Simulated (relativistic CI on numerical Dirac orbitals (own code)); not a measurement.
# Hyperfine structure of Br XXII, mass number 81

Calculated at this level of theory: Dirac-Coulomb-Breit CI, separate exchange-only KLI orbitals for each configuration, model QED, unscaled Slater integrals (own radial code, finite nucleus).

CI space (outside the closed core [Ne]): 3s2 3p2, 3s 3p3, 3s2 3p 3d, 3p4, 3s 3p2 3d, 3p3 3d, 3s 3p 3d2, 3s2 3d 4p, 3p3 4s, 3s2 3p 4s, 3s 3p 3d 4s, 3p3 4p, 3s2 3p 4p, 3s2 3d2, 3s 3d3, 3p2 3d2, 3p 3d3, 3p 3d2 4s, 3p 3d2 4p, 3s2 3d 4s, 3s 3d2 4s. Double excitations out of closed p, d and f shells are left out; levels of such configurations are missing from the list, as are those of other unlisted configurations, and high levels can miss mixing partners.

Nuclear spin I = 3/2, μ = 2.2686 μN, Q = 0.2579 b (tables of Stone and Pyykkö). The electronic factors are computed for point nuclear moments, without core polarisation or the Bohr-Weisskopf and QED corrections.

```csv
Level,E (cm⁻¹),A (GHz),B (GHz)
3s2 3p2 3P_1,57334,-1.765,3.51
3s2 3p2 3P_2,82844,43.01,0.311
3s2 3p2 1D_2,163755,27.85,6.68
3s 3p3 5S°_2,431096,105.9,0.58
3s 3p3 3D°_1,539519,-51.78,5.06
3s 3p3 3D°_2,545318,70.29,7.94
3s 3p3 3D°_3,568096,94.27,-0.826
3s 3p3 3P°_1,636803,114.3,-5.38
```

Levels with J = 0, under 50 % of one LS term, or S terms without an open s electron are left out. Small factors come from cancelling terms and can be off by tens of per cent or more.

At this charge energies of transitions that change n are usually good to better than 1 %, and those within a shell (Δn = 0) to a few per cent.

(1) Give the hyperfine levels of 3s2 3p2 3P_2 relative to its centre of gravity.

## Answers

(1) With K = F(F + 1) − I(I + 1) − J(J + 1), E = AK/2 + B[¾K(K + 1) − I(I + 1)J(J + 1)]/[2I(2I − 1)J(2J − 1)]: F = 1/2: -193.3, F = 3/2: -129, F = 5/2: -21.7, F = 7/2: 129.1 GHz.

LS names give the leading component of a level, which can be under half, so a name can repeat, a term be missing and a line seem to break the LS rules.
